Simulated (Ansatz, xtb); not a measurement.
**Two isomers of BF2H3N2**

Structure a: `F[B-]1(F)N[NH2+]1`, a singlet. Structure b: `NNB(F)F`, a singlet. Both are isolated molecules in the gas phase, relaxed with PBE0-D3(BJ)/def2-SVP; the shapes shown needn't be the lowest conformers.

a (Å):

```yaml
atoms:
  - { symbol: B, position_ang: [-0.2253, 0.2820, 1.0861] }
  - { symbol: F, position_ang: [0.9607, -0.1341, 0.5777] }
  - { symbol: F, position_ang: [-0.3477, 0.2412, 2.4247] }
  - { symbol: N, position_ang: [-1.1323, 1.1282, 0.2856] }
  - { symbol: N, position_ang: [-1.5054, -0.2916, 0.2284] }
  - { symbol: H, position_ang: [-0.7813, 1.4033, -0.6304] }
  - { symbol: H, position_ang: [-2.4473, -0.4554, 0.5783] }
  - { symbol: H, position_ang: [-1.3188, -0.7824, -0.6442] }
```

b (Å):

```xyz
8

B    -0.1578    0.5185   -0.3599
F     0.5319   -0.4786    0.1826
F    -0.8780    0.2699   -1.4492
N    -0.8142    2.9146   -0.2892
N    -0.1294    1.7988    0.1982
H    -1.8149    2.7254   -0.3088
H    -0.5265    3.1061   -1.2474
H     0.4180    1.9930    1.0282
```

Quicker runs give these differences E(b) − E(a): GFN2-xTB −79.8 kJ/mol; HF/STO-3G −88.3 kJ/mol (at GFN2-xTB geometries); r2SCAN-D4/def2-SVP −67.8 kJ/mol (at GFN2-xTB geometries).

Q: Estimate E(b) − E(a) at the level CCSD(T)/def2-SVP + ΔMP2/def2-TZVPP.

A: Calculated at CCSD(T)/def2-SVP + ΔMP2/def2-TZVPP: E(b) − E(a) = −69.4 kJ/mol, so structure b lies lower.

How the difference moves with the method:

| level | geometry | E(b) − E(a) (kJ/mol) | departure from the last row (kJ/mol) | job, with rough time for the two |
| --- | --- | --- | --- | --- |
| GFN2-xTB | GFN2-xTB | −79.8 | −10.4 | optimisation, 0.26 s |
| HF/STO-3G | GFN2-xTB | −88.3 | −18.9 | single point, 0.22 s |
| r2SCAN-D4/def2-SVP | GFN2-xTB | −67.8 | +1.6 | single point, 1.9 s |
| PBE0-D3(BJ)/def2-SVP | PBE0-D3(BJ)/def2-SVP | −68.6 | +0.8 | optimisation, 26 s |
| HF/def2-SVP | PBE0-D3(BJ)/def2-SVP | −90.8 | −21.4 | part of the CCSD(T) run |
| MP2/def2-SVP | PBE0-D3(BJ)/def2-SVP | −70.8 | −1.4 | part of the CCSD(T) run |
| CCSD(T)/def2-SVP | PBE0-D3(BJ)/def2-SVP | −71.5 | −2.1 | single point |
| CCSD(T)/def2-SVP + ΔMP2/def2-TZVPP | PBE0-D3(BJ)/def2-SVP | −69.4 |  | single point, 16 s |

As drawn, a has 1 B–N more. Structure a has a 3-membered ring, b no ring.

The levels shown agree on the order. The largest departure from CCSD(T)/def2-SVP + ΔMP2/def2-TZVPP is that of HF/def2-SVP, 21.4 kJ/mol. The last row adds to CCSD(T) the change of the MP2 difference between the two basis sets, here +2.1 kJ/mol.

With harmonic frequencies from PBE0-D3(BJ)/def2-SVP (ideal gas, rigid rotor, one conformer each, 600 K, 1 atm): the zero-point term adds +2.2 kJ/mol; ΔH is −66.0 and ΔG −73.3 kJ/mol.

The correlated steps freeze 5 core orbitals. Mirror images aren't counted in ΔG. Run with Ansatz 0.2.0, xtb 6.7.1; the last row on 1 thread of AMD EPYC 9R45 96-Core Processor (Zen 5) on a shared host.
